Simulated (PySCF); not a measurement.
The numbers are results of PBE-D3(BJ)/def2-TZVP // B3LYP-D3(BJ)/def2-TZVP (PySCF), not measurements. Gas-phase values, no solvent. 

Reference species (SMILES): `C(#C)O` (neutral, multiplicity 1).

```
Quantity          Value
-------------  --------
dipole moment    1.77 D
LUMO           -0.56 eV
HOMO–LUMO gap   5.42 eV
```

Changed species: `C1=CO1`.

**Question.** What does the change do to the dipole moment, LUMO and HOMO–LUMO gap?

**Answer.** the dipole moment increases by 0.53 D, to 2.30 D; the LUMO decreases by 0.89 eV, to -1.45 eV; the HOMO–LUMO gap decreases by 2.52 eV, to 2.90 eV.
